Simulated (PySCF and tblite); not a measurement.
The numbers below are computed, except where a source is named.
**Conformer ensemble of C₈H₁₆O, numbered as in [CH3:1][O:2]/[C:3]([CH3:4])=[C:5](/[CH3:6])[CH:7]([CH3:8])[CH3:9]**

The ensemble was built from 90 distance-geometry starts (ETKDG and KDG, MMFF94s, GFN2-xTB) and rests on GFN2-xTB geometries. Weights use PBE0-D3(BJ)/6-31G* energies plus GFN2-xTB zero-point and thermal terms (modes under about 100 cm⁻¹ blended into free rotors). Symmetry numbers and mirror images are counted. Conformers within 2.5 kcal/mol (GFN2-xTB free energy) were kept, 6 at most. GIAO shieldings: PBE0/6-31G*. Shifts are against TMS (¹H), TMS (¹³C) at the same level. (PySCF 2.14, tblite 0.8.)

Torsions listed: C1–O2–C3–C4, C6–C5–C7–C8. Of a mirror pair one member is shown.

```tsv
conformer	shape	symmetry	E(GFN2) kcal/mol	E(DFT) kcal/mol	G(298.15 K) kcal/mol	weight %	dipole D
1	62°, 61°	C1 (pair)	0.00	0.00	0.00	85.5	1.35
2	-48°, -117°	C1 (pair)	1.10	0.90	1.05	14.5	1.52
```

Weights (%) against temperature:

```csv
T (K),1,2,S(mix) cal/mol/K
250,88.8,11.2,2.08
298.15,85.5,14.5,2.20
350,82.5,17.5,2.30
```

Averaged shifts at 298.15 K. ¹H: 3.62 (H1, 3H), 3.46 (H7, 1H), 1.70 (H4, 3H), 1.50 (H6, 3H), 1.04 (H8/H9, 6H) ppm. ¹³C: 140.7 (C3), 121.1 (C5), 54.7 (C1), 29.9 (C7), 21.6 (C8/C9), 16.4 (C4), 14.6 (C6) ppm.

Coordinates of conformer 1 (Å):

```xyz
25

C    -1.905    2.060    1.004
O    -1.391    1.401   -0.130
C    -1.178    0.037    0.025
C    -2.391   -0.801    0.328
C     0.043   -0.475   -0.146
C     0.265   -1.958   -0.057
C     1.227    0.407   -0.466
C     1.821    0.054   -1.830
C     2.295    0.327    0.628
H    -2.018    3.106    0.720
H    -2.879    1.665    1.310
H    -1.212    1.987    1.850
H    -2.407   -1.113    1.373
H    -2.393   -1.695   -0.291
H    -3.296   -0.237    0.117
H    -0.142   -2.356    0.872
H    -0.226   -2.472   -0.883
H     1.323   -2.194   -0.094
H     0.861    1.437   -0.512
H     2.627    0.741   -2.076
H     1.057    0.127   -2.601
H     2.220   -0.958   -1.835
H     1.862    0.558    1.600
H     2.738   -0.665    0.678
H     3.089    1.043    0.426
```

Coordinates of conformer 2 (Å):

```xyz
25

C    -2.030    1.740    0.326
O    -1.020    0.865    0.769
C    -0.897   -0.336    0.085
C    -2.178   -1.101   -0.134
C     0.316   -0.761   -0.277
C     0.543   -2.072   -0.975
C     1.586    0.017    0.013
C     1.804    0.181    1.518
C     1.593    1.378   -0.685
H    -1.895    2.662    0.892
H    -1.930    1.957   -0.744
H    -3.036    1.354    0.517
H    -2.628   -0.860   -1.098
H    -2.888   -0.849    0.651
H    -2.002   -2.171   -0.090
H     1.220   -1.921   -1.815
H     1.015   -2.783   -0.295
H    -0.372   -2.511   -1.357
H     2.425   -0.566   -0.385
H     2.744    0.696    1.708
H     1.837   -0.792    2.004
H     0.992    0.756    1.952
H     2.560    1.859   -0.557
H     1.404    1.260   -1.751
H     0.829    2.023   -0.263
```

Shifts are unscaled: against experiment ¹³C can be off by 15 ppm or more and ¹H by 0.8 ppm.

Search and properties took 2.9 min on 1 thread of Intel Xeon @ 2.50GHz (shared host) (rough), launched as `OMP_NUM_THREADS=1 python ens_run.py task.json out`.
